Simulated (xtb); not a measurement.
xtb input (GFN1-xTB):

```bash
xtb mol.xyz --gfn 1 --sp --chrg 0 --uhf 0
```
mol.xyz:
```
12

N     -1.56282717     0.14996360     1.16280027
Si    -1.17906985    -0.36180009    -0.44804063
Si     1.13126880     0.03196911    -0.66411919
N      1.65275577     0.47055082     0.92951740
H     -2.49161409     0.02385981     1.53559711
H     -1.15065886     1.00568078     1.50340203
H     -1.52385527    -1.80188401    -0.55785499
H     -1.93353516     0.32212969    -1.53898386
H      1.43253620     1.17177526    -1.56681391
H      1.81312426    -1.15297434    -1.26254809
H      2.60484934     0.75747234     1.09898321
H      1.28886804    -0.05202660     1.71223237
```

End of the output:

```
         :::::::::::::::::::::::::::::::::::::::::::::::::::::
         ::                     SUMMARY                     ::
         :::::::::::::::::::::::::::::::::::::::::::::::::::::
         :: total energy             -14.501964995500 Eh    ::
         :: gradient norm              0.036503118578 Eh/a0 ::
         :: HOMO-LUMO gap              4.556106207711 eV    ::
         ::.................................................::
         :: SCC energy               -14.639553713313 Eh    ::
         :: -> electrostatic           0.037863156300 Eh    ::
         :: repulsion energy           0.141793067085 Eh    ::
         :: dispersion energy         -0.004204349271 Eh    ::
         :: halogen bond corr.         0.000000000000 Eh    ::
         :: add. restraining           0.000000000000 Eh    ::
         :: total charge              -0.000000000000 e     ::
         :::::::::::::::::::::::::::::::::::::::::::::::::::::

           -------------------------------------------------
          |                Property Printout                |
           -------------------------------------------------

    * Orbital Energies and Occupations

         #    Occupation            Energy/Eh            Energy/eV
      -------------------------------------------------------------
         1        2.0000           -0.7431099             -20.2210
         2        2.0000           -0.7422444             -20.1975
         3        2.0000           -0.6114580             -16.6386
         4        2.0000           -0.5725736             -15.5805
         5        2.0000           -0.5540295             -15.0759
         6        2.0000           -0.5448455             -14.8260
         7        2.0000           -0.4884420             -13.2912
         8        2.0000           -0.4844839             -13.1835
         9        2.0000           -0.4576237             -12.4526
        10        2.0000           -0.4527917             -12.3211
        11        2.0000           -0.4212577             -11.4630
        12        2.0000           -0.4207590             -11.4494
        13        2.0000           -0.3910506             -10.6410 (HOMO)
        14                         -0.2236167              -6.0849 (LUMO)
        15                         -0.2161185              -5.8809
        16                         -0.1663514              -4.5267
        17                         -0.1283525              -3.4927
Note: The following floating-point exceptions are signalling: IEEE_DENORMAL
normal termination of xtb
        18                         -0.1226783              -3.3382
        19                         -0.1082653              -2.9460
        20                         -0.0944908              -2.5712
        21                         -0.0839662              -2.2848
        22                         -0.0515684              -1.4032
        23                         -0.0468861              -1.2758
        24                         -0.0439107              -1.1949
       ...                                ...                  ...
        42                          1.6813365              45.7515
      -------------------------------------------------------------
                  HL-Gap            0.1674338 Eh            4.5561 eV
             Fermi-level           -0.3073337 Eh           -8.3630 eV

  Mulliken/CM5 charges         n(s)   n(p)   n(d)
     1N    -0.49277 -0.90744   1.437  4.056  0.000
     2Si    0.22132  0.08230   1.240  1.899  0.640
     3Si    0.22132  0.08230   1.240  1.899  0.640
     4N    -0.49277 -0.90744   1.437  4.056  0.000
     5H     0.21610  0.40847   0.784  0.000  0.000
     6H     0.21740  0.41259   0.783  0.000  0.000
     7H    -0.07829  0.00598   1.078  0.000  0.000
     8H    -0.08376 -0.00190   1.084  0.000  0.000
     9H    -0.07829  0.00598   1.078  0.000  0.000
    10H    -0.08376 -0.00190   1.084  0.000  0.000
    11H     0.21610  0.40847   0.784  0.000  0.000
    12H     0.21740  0.41259   0.783  0.000  0.000

Wiberg/Mayer (AO) data.
largest (>0.10) Wiberg bond orders for each atom

 ---------------------------------------------------------------------------
     #   Z sym  total        # sym  WBO       # sym  WBO       # sym  WBO
 ---------------------------------------------------------------------------
     1   7 N    3.210 --     2 Si   1.332     5 H    0.910     6 H    0.906
     2  14 Si   4.344 --     1 N    1.332     3 Si   0.983     7 H    0.921
                             8 H    0.915
     3  14 Si   4.344 --     4 N    1.332     2 Si   0.983     9 H    0.921
                            10 H    0.915
     4   7 N    3.210 --     3 Si   1.332    11 H    0.910    12 H    0.906
     5   1 H    0.954 --     1 N    0.910
     6   1 H    0.957 --     1 N    0.906
     7   1 H    0.988 --     2 Si   0.921
     8   1 H    0.988 --     2 Si   0.915
     9   1 H    0.988 --     3 Si   0.921
    10   1 H    0.988 --     3 Si   0.915
    11   1 H    0.954 --     4 N    0.910
    12   1 H    0.957 --     4 N    0.906
 ---------------------------------------------------------------------------

Topologies differ in total number of bonds
Writing topology from bond orders to xtbtopo.mol

 dipole moment from electron density (au)
     X       Y       Z
   0.0510   0.3520   1.1870  total (Debye):    3.149

           -------------------------------------------------
          | TOTAL ENERGY              -14.501964995500 Eh   |
          | GRADIENT NORM               0.036503118578 Eh/α |
          | HOMO-LUMO GAP               4.556106207711 eV   |
           -------------------------------------------------

------------------------------------------------------------------------
------------------------------------------------------------------------
 total:
 SCF:
```
